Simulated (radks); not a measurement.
Charge is removed step by step from the 2s up level of Li, starting from [He] 2s(up 1, down 0). Method: non-relativistic Kohn-Sham, LDA (Slater exchange, Perdew-Wang correlation), spin-polarised, spherical densities, point nucleus; computed with a radial shooting solver on a logarithmic mesh with Libxc functionals.

removed (e)  E - E(0) (eV)  eigenvalue (eV)  E minus straight line (eV)
0                    0.000           -3.165                       0.000
0.25                 0.941           -4.371                      -0.427
0.5                  2.186           -5.584                      -0.550
0.75                 3.725           -6.688                      -0.379
1                    5.472           -6.529                       0.000

Removing the whole electron costs 5.472 eV by Delta-SCF, against 3.165 eV from minus the eigenvalue at the starting occupation. Slater's transition state (half an electron removed) gives 5.584 eV. Integrating minus the eigenvalue over the occupation (Janak's theorem) gives 5.425 eV. The mean slope of the eigenvalue, de/dn, is 3.36 eV per electron. Ionisation energy of Li in the NIST Atomic Spectra Database: 5.392 eV (measured).
